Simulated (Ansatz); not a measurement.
Molecule: CH2NO, net charge 0, doublet state. It need not be the lowest isomer of its formula. 
Geometry from a B3LYP-D3(BJ)/def2-TZVP (Ansatz, a program for electronic structure) optimisation:
```xyz
5

N     -1.0751     0.2382     0.4330
C      0.2324     0.2799    -0.0236
O      0.9015    -0.6695    -0.3339
H     -1.7188     0.6912    -0.2242
H      0.6374     1.3183     0.0057
```
Charge 0, spin multiplicity 2.

Parts of the frozen-core correlation energy in cc-pVDZ (Ansatz, hartree). Frozen orbitals: 3; correlated occupied orbitals by spin: 9 and 8; virtual: 40 and 41. Open shells are spin-unrestricted. No spin-orbit coupling. No relativistic terms.

```json
[
 {"term": "reference (HF)", "value": "-168.30408"},
 {"term": "MP2 opposite-spin", "value": "?"},
 {"term": "MP2 same-spin", "value": "?"},
 {"term": "CCSD correlation", "value": "?"},
 {"term": "(T)", "value": "-0.01437"},
 {"term": "T1 diagnostic", "value": "0.018"},
 {"term": "largest doubles amplitude", "value": "0.047"},
 {"term": "<S^2> of the reference", "value": "0.762"}
]
```

Problem. Some entries are withheld; supply them.

Solution. 
- MP2 opposite-spin, value: -0.32556
- MP2 same-spin, value: -0.11466
- CCSD correlation, value: -0.46416
